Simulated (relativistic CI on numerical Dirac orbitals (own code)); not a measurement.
**Ni⁴⁺ (3d6) in a crystal field**

Calculated by Dirac-Coulomb-Breit CI, orbitals from a KLI potential per configuration, model QED, valence Slater integrals scaled by 0.75, one configuration in a parametric crystal field (own radial code).

Field parameters in Wybourne normalisation: D3d B²₀ = −7Dσ, B⁴₀ = −14Dq − 21Dτ, B⁴₃ = −14√(10/7) Dq. The field is a parameter set, without covalency.

S is read from ⟨S²⟩ = S(S + 1).

Levels (cm⁻¹, degeneracy): 0 (2), 251 (1), 300 (1), 539 (2), 795 (2), 1046 (1), 1053 (1), 4000 (1), 4019 (2), 4061 (2), 9201 (1), 11598 (2).

(1) Which field gives this pattern?
A. D3d, 10Dq = 13700, Dσ = -550, Dτ = 50 cm⁻¹
B. D3d, 10Dq = 13700, Dσ = -1200, Dτ = 50 cm⁻¹
C. D3d, 10Dq = 13700, Dσ = 550, Dτ = 50 cm⁻¹
D. D3d, 10Dq = 13700, Dσ = 110, Dτ = 50 cm⁻¹

Results:

(1) B. D3d, 10Dq = 13700, Dσ = -1200, Dτ = 50 cm⁻¹, ground level with S = 2.00.
